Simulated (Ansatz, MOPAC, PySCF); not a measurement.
Ligands exchanged one at a time, Sn F-OH. All species are isolated molecules in the gas phase. One relaxed conformer stands for each flexible species; it need not be the lowest. Strings in code marks are SMILES.

Quantity: redistribution energy (mixed species minus the weighted end members), in kcal/mol. Semi-empirical values (MOPAC) are differences of heats of formation.

Level 1: frozen-core CCSD(T)/def2-TZVPP // B3LYP-D3(BJ)/def2-TZVP (Ansatz, a quantum-chemistry and plane-wave program)
Level 2: PBE-D3(BJ)/def2-TZVP // B3LYP-D3(BJ)/def2-TZVP (PySCF)
Level 3: HF/6-31G* (LANL2DZ on Sn) // B3LYP-D3(BJ)/def2-TZVP (PySCF)
Level 4: PM3 // B3LYP-D3(BJ)/def2-TZVP (MOPAC)

```json
[
 {"species": "2 of 4 F replaced by OH: `[OH][Sn]([OH])([F])[F]` (H–O–Sn–F torsion -96°, F–Sn–O–H torsion 20°)", "level 1": "-2.25", "level 2": "-2.60", "level 3": "-1.40", "level 4": "-0.04"},
 {"species": "1 of 4 F replaced by OH: `[OH][Sn]([F])([F])[F]`", "level 1": "-1.44", "level 2": "-1.63", "level 3": "-1.10", "level 4": "-0.63"},
 {"species": "3 of 4 F replaced by OH: `[F][Sn]([OH])([OH])[OH]`", "level 1": "-1.34", "level 2": "-1.29", "level 3": "-0.71", "level 4": "0.16"}
]
```
